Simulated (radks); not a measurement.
Problem. The silver ion Ag24+, 23 electrons, occupied as [Ar] 3d5. Method: Dirac Kohn-Sham, BLYP, spin-unpolarised, spherical densities, finite nucleus; open shells fill j = l - 1/2 first; Fermi nuclear charge, rms radius 4.5454 fm; computed with a radial shooting solver on a logarithmic mesh with Libxc functionals. Some entries of the table are withheld. Estimate them.

orbital,occ.,eigenvalue (hartree),r(max) (bohr),<r> (bohr)
1s1/2,2,(1),0.02015,0.03111
2s1/2,2,-171.1093,0.1139,0.1340
2p1/2,2,-161.6388,(2),0.1136
2p3/2,4,-155.1451,(3),0.1186
3s1/2,2,-55.07786,0.3222,0.3484
3p1/2,2,(4),0.3069,0.3365
3p3/2,4,(5),0.3157,0.3454
3d3/2,4,(6),(7),0.3093
3d5/2,1,(8),(9),0.3120

Solution. 
(1) 1s1/2 eigenvalue (hartree): -965.1418
(2) 2p1/2 r(max) (bohr): 0.08802
(3) 2p3/2 r(max) (bohr): 0.09225
(4) 3p1/2 eigenvalue (hartree): -51.43293
(5) 3p3/2 eigenvalue (hartree): -50.10130
(6) 3d3/2 eigenvalue (hartree): -44.02413
(7) 3d3/2 r(max) (bohr): 0.2547
(8) 3d5/2 eigenvalue (hartree): -43.73551
(9) 3d5/2 r(max) (bohr): 0.2571
